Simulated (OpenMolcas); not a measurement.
**Tm2+: moving the ligands**

Tm2+ with 7 ligands (fluoride) in pentagonal bipyramidal coordination (D5h) at 2.4 Å, the axial distance 2.232 Å. A charge of +0.714 e stands 3.2 Å behind each ligand. Ligand basis ANO-RCC-VDZP.
```
Tm    0.0000    0.0000    0.0000
F     2.4000    0.0000    0.0000
F     0.7416    2.2825    0.0000
F    -1.9416    1.4107    0.0000
F    -1.9416   -1.4107    0.0000
F     0.7416   -2.2825    0.0000
F     0.0000    0.0000    2.2320
F     0.0000    0.0000   -2.2320
```

```yaml
Program: OpenMolcas 26.06
Method: "SS-CASPT2, IPEA 0.25 Eh, imaginary shift 0.1 Eh (closed shells correlated: 5s 5p and the ligand valence shells)"
Basis: ANO-RCC-VDZP [7s6p4d2f1g]
Scalar_Hamiltonian: DKH2, point nucleus
Active_space: 13 electrons in 7 orbitals (4f)
State_averaging: 2S+1 = 2 odd, 7 roots
Spin-orbit_coupling: RASSI with atomic mean-field integrals over the reference wave functions
```

Runs around this geometry, states. Energies in cm-1 above the lowest state or level, χT in cm3 K/mol.

```json
{"R (Å)": "2.36", "Ground state": "2S+1 = 2", "First state of that spin": "200", "First gap with spin-orbit (degeneracies)": "64 (2, 2)", "Width of lowest J": "514", "χT at 300 K": "2.392"}
{"R (Å)": "2.4", "Ground state": "2S+1 = 2", "First state of that spin": "180", "First gap with spin-orbit (degeneracies)": "53 (2, 2)", "Width of lowest J": "471", "χT at 300 K": "2.415"}
{"R (Å)": "2.53", "Ground state": "2S+1 = 2", "First state of that spin": "130", "First gap with spin-orbit (degeneracies)": "42 (2, 2)", "Width of lowest J": "368", "χT at 300 K": "2.471"}
```

Taking the width of the lowest J multiplet as R^-n, n = -ln(368 / 514) / ln(2.53 / 2.36) = 4.8 between the shortest and longest distance.

Over all roots computed the reference weight is 0.64 in R = 2.36, 0.64 in R = 2.4, 0.64 in R = 2.53; a low but even weight reflects the number of correlated electrons. Splittings of an f shell from a small cluster at a set distance can be off by tens of per cent, mostly too small. No measured value stands beside these numbers; the geometry was imposed, not optimised, and the real ion may take another.

A state without a sure symmetry label is named by its multiplicity alone.
